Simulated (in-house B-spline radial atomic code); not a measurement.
A fraction x of an electron is moved 4p → 4d in Kr IV (Kr3+), starting from [Ar] 3d10 4s2 4p3 and keeping the highest spin. Method: scalar-relativistic (X2C) B97-1, spin-polarised, spherical fractional occupations, Fermi nucleus of rms radius 4.1884 fm. Calculated with a B-spline radial code for spherical atoms.

Caution: exact exchange at fractional occupations of open shells leaves self-interaction of up to several eV.

```tsv
x	E(x) - E(0) (eV)	4p up level (eV)	4d up level (eV)
0	0.0000	-46.131	-
0.125	3.0143	-46.278	-22.201
0.25	6.0194	-46.419	-22.415
0.375	?	?	?
0.5	12.0010	-46.687	-22.841
0.625	14.9764	-46.815	-23.054
0.75	17.9409	-46.938	-23.267
0.875	?	?	?
1	23.8354	-47.171	-23.689
```

**Question.** What belongs in the row x = 0.375?

**Answer.** An energy change of 9.0151 eV; 4p up at -46.556 eV, 4d up at -22.628 eV.

**Question.** What belongs in the row x = 0.875?

**Answer.** An energy change of 20.8940 eV; 4p up at -47.057 eV, 4d up at -23.478 eV.

**Question.** Check Janak's theorem between x = 0.125 and 0.25.

**Answer.** The slope of the energy is 24.04 eV; the orbital levels give 24.04 eV (ε of the receiving orbital less ε of the emptying one, averaged over the two points).
